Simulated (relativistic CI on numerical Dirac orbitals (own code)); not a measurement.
# Energy levels of Cu6+

Method of calculation: Dirac-Coulomb-Breit CI, separate exchange-only KLI orbitals for each configuration, model QED (radiative potential, 1s self-energy scaled to tabulated hydrogen-like ionisation energies), valence Slater integrals scaled by 0.9, P86 correlation estimate, and configurations built on the next ion tied to the tabulated ionisation energy (semi-empirical) (own radial code, finite nucleus).

CI space (outside the closed core [Ne]): 3s2 3p6 3d5, 3s2 3p6 3d4 4s, 3s2 3p6 3d4 4p, 3s2 3p6 3d4 4d, 3s2 3p6 3d4 5s, 3s2 3p6 3d4 4f, 3s2 3p5 3d6, 3s2 3p4 3d7, 3s 3p6 3d6, 3s2 3p6 3d4 5p, 3s2 3p6 3d4 5d, 3s2 3p6 3d3 4s2, 3s2 3p6 3d4 5f, 3s2 3p6 3d4 5g, 3s2 3p6 3d3 4s 4p, 3p6 3d7, 3s2 3p5 3d5 4s, 3s2 3p6 3d3 4p2, 3s2 3p6 3d3 4s 4d, 3s2 3p5 3d5 4p, 3s2 3p6 3d3 4p 4d, 3s 3p5 3d7, 3s2 3p5 3d5 4d. Levels of other configurations are missing.

The lowest level is 3s2 3p6 3d5 6S_5/2, with 99 % of that term; Hund's rules for 3s2 3p6 3d5 give 6S with J = 5/2, in agreement.

```
No.  Configuration  Term     J  E (cm⁻¹)    %  Next component (%)  Landé g
  1    3s2 3p6 3d5    6S   5/2       0.0   99                        2.000
  2    3s2 3p6 3d5    4G  11/2   46552.4   99                        1.272
  3    3s2 3p6 3d5    4G   5/2   46601.6   98                1 2F    0.578
  4    3s2 3p6 3d5    4G   7/2   46684.9   99                        0.985
  5    3s2 3p6 3d5    4G   9/2   46692.3   99                        1.171
  6    3s2 3p6 3d5    4P   5/2   47825.0   91                6 4D    1.576
  7    3s2 3p6 3d5    4P   3/2   48112.8   94                5 4D    1.704
  8    3s2 3p6 3d5    4P   1/2   48350.9   97                2 4D    2.622
  9    3s2 3p6 3d5    4D   7/2   54739.8   98                1 4F    1.426
 10    3s2 3p6 3d5    4D   1/2   55159.8   98                2 4P    0.043
 11    3s2 3p6 3d5    4D   5/2   55224.9   92                6 4P    1.383
 12    3s2 3p6 3d5    4D   3/2   55266.1   94                5 4P    1.224
 13    3s2 3p6 3d5    2D   5/2   67641.5   65               31 2F    1.093
 14    3s2 3p6 3d5    2I  11/2   68642.7   96                3 2H    0.928
 15    3s2 3p6 3d5    2I  13/2   68866.0  100                        1.076
 16    3s2 3p6 3d5    2D   3/2   69031.3   92                7 4F    0.773
 17    3s2 3p6 3d5    2F   7/2   71297.2   95                3 4F    1.143
 18    3s2 3p6 3d5    2F   5/2   73335.4   48               35 4F    0.971
 19    3s2 3p6 3d5    4F   9/2   73805.2   95                4 2G    1.323
 20    3s2 3p6 3d5    4F   7/2   74105.1   94                4 2F    1.233
 21    3s2 3p6 3d5    4F   3/2   74598.8   92                7 2D    0.429
 22    3s2 3p6 3d5    4F   5/2   74711.7   61               20 2F    1.023
 23    3s2 3p6 3d5    2H   9/2   79153.2   80               18 2G    0.952
 24    3s2 3p6 3d5    2H  11/2   80225.0   96                3 2I    1.085
 25    3s2 3p6 3d5    2G   7/2   81895.3   98                1 2F    0.893
 26    3s2 3p6 3d5    2G   9/2   82798.8   77               19 2H    1.077
 27    3s2 3p6 3d5    2F   5/2   86499.0   97                1 4F    0.862
 28    3s2 3p6 3d5    2F   7/2   86747.8   97                2 4F    1.143
 29    3s2 3p6 3d5    2S   1/2   93505.5   99    1 3s2 3p4 3d7 2S    2.000
 30    3s2 3p6 3d5    2D   3/2  103275.2   99    1 3s2 3p4 3d7 2D    0.799
```

Energies count from the lowest computed level.

The mean weight of the leading LS term, summed over parents, in these 30 levels is 91 %, and that of the leading jj configuration (from the same eigenvectors) 51 %, so LS coupling describes them better.

Configurations that consist of the next ion and one excited electron were tied to the tabulated ionisation energy; Rydberg ones are usually within 1,000 to 3,000 cm⁻¹ and the lowest ones within about 6,000 (9,000 in d shells), while levels on excited terms of the next ion carry the error of that term, and the other configurations can be misplaced by 10,000 cm⁻¹ or more. Rates follow the energies as ν³ (E1, M1) or ν⁵ (E2), so rates, branching and lifetimes can be off by large factors. 54 of the 69 excited levels that our extract of the measured tables holds in this range could be paired (the sources list more); they are missed by 2617 cm⁻¹ on average and 5771 at most, and levels without a partner can miss by more.
